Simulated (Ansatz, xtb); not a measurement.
Diatomic AuN, multiplicity 3 (lowest of 2S+1 = 1, 3, 5 at CCSD(T)/def2-TZVPP on PBE0 minima; our sources give no spin for the ground state, which may be another). No spin–orbit coupling.

The constants come from a fifth-degree fit in 1/R (seven points, main isotopes). In def2 and cc sets the state is the lowest found near the PBE0 minimum, followed along R.

Codes used: Ansatz (an electronic-structure program); xtb for the GFN methods. Each number belongs to the level named beside it. In def2 rows elements past Kr take small-core potentials, without spin–orbit coupling. The GFN methods have no spin term and hold the electronic entropy of 300 K.

```csv
level,r_e (Å),ω_e (cm⁻¹),ω_e x_e (cm⁻¹),dipole (D)
GFN2-xTB,1.804,597,5.1,-
PBE/def2-TZVPP,1.866,639,4.6,2.15
B97M-V/def2-TZVPP,1.898,577,4.7,2.25
B3LYP/def2-TZVPP,1.899,?,4.5,2.33
PBE0/def2-TZVPP,1.886,602,4.5,2.46
CAM-B3LYP/def2-TZVPP,1.895,586,4.4,2.65
wB97X-V/def2-TZVPP,1.898,583,4.2,2.89
wB97M-V/def2-TZVPP,?,?,4.5,2.83
```

Question: Fill in the missing entries.

Answer: 
- wB97M-V/def2-TZVPP, r_e (Å): 1.910
- wB97M-V/def2-TZVPP, ω_e (cm⁻¹): 562
- B3LYP/def2-TZVPP, ω_e (cm⁻¹): 587
